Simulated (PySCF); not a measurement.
**What builds the second ionisation energy along the second row**

All values are computed (PySCF 2.14, energy differences of UHF-based or UKS calculations, no spin-orbit coupling). Each column adds one step, in eV (sums use unrounded values): valence MP2, valence CCSD, valence triples, then the next inner shell at CCSD(T) (B 1s, C 1s, N 1s, O 1s, F 1s, Ne 1s). References (NIST) marked * lie between the lowest fine-structure levels; the others compare directly ((s) semi-empirical, (t) theoretical).

```csv
element,UHF,+ MP2,+ CCSD,+ (T),+ inner shell,sum,reference
"B [He] 2s2 → [He] 2s1 (dyall-acv3z, spin-free X2C)",23.449,1.025,0.635,0.000,0.028,25.137,25.155
"C [He] 2s2 2p1 → [He] 2s2 (dyall-acv3z, spin-free X2C)",24.168,0.213,-0.166,0.032,0.036,24.284,24.378
"N [He] 2s2 2p2 → [He] 2s2 2p1 (dyall-acv3z, spin-free X2C)",29.202,0.421,-0.155,0.017,0.032,29.517,29.601 (s) *
"O [He] 2s2 2p3 → [He] 2s2 2p2 (dyall-acv3z, spin-free X2C)",34.568,0.636,-0.179,0.011,0.029,35.064,35.121 *
"F [He] 2s2 2p4 → [He] 2s2 2p3 (dyall-acv3z, spin-free X2C)",33.377,1.257,0.037,0.029,0.021,34.722,34.950
"Ne [He] 2s2 2p5 → [He] 2s2 2p4 (dyall-acv3z, spin-free X2C)",39.254,1.523,-0.071,0.035,0.020,40.761,40.963 *
```

What remains against the references is mostly basis incompleteness and, for starred values, spin-orbit coupling.

Question: What share of the correlation contribution for Ne comes from the inner shell?

Answer: The four steps add to 1.507 eV, of which the inner shell gives 0.020 eV, or 1 %.
